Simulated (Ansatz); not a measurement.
`BC(B)=C` + `CC(N)F` → `BNC(C)F` + `BC=C`  (ligand exchange at a B–C bond)

Gas-phase electronic energies from Ansatz, PBE0-D4/def2-TZVP geometries. CBS: MP2 limit from def2 TZ/QZ plus the TZ coupled-cluster correction, frozen cores. Functionals use def2-TZVPP. HSE06 is defined as in plane-wave codes. Each species was taken in one conformer, which may not be the lowest.

CCSD(T)/CBS gives -125.5 kJ/mol.

(1) Another level gave -118.4 kJ/mol. Which?
A. HF/def2-TZVPP
B. CAM-B3LYP-D4/def2-TZVPP
C. LDA (SPW92)/def2-TZVPP
D. HSE06-D4/def2-TZVPP

(2) What do rigid-rotor, harmonic-oscillator terms from PBE0-D4/def2-TZVP frequencies (298.15 K, 1 bar) make of the CCSD(T)/CBS value? (Estimate.)

Largest T1 diagnostic among the species: 0.012.

Results:

(1) A. HF/def2-TZVPP -118.4, CAM-B3LYP-D4 -130.8, HSE06-D4 -126.2, LDA (SPW92) -138.6 kJ/mol.

(2) Ansatz gave: ΔZPE = +3.8 kJ/mol, ΔH = -122.9 kJ/mol, ΔS = -5 J/(mol·K), ΔG = -121.3 kJ/mol.

From PBE to PBE0 (25 % exact exchange), in def2-TZVPP and without D4, ΔE moves by +3.0 kJ/mol. At CCSD(T), def2-SVP lies −13.4 kJ/mol from the extrapolated value and def2-TZVPP −1.6 kJ/mol. Leaving LDA and LC-ωPBE aside and taking each functional with its dispersion term where it has one, the values, not all of them listed here, spread over 6.5 kJ/mol, from CAM-B3LYP-D4 to ωB97X-V. LDA lies −9.2 kJ/mol from PBE without D4.
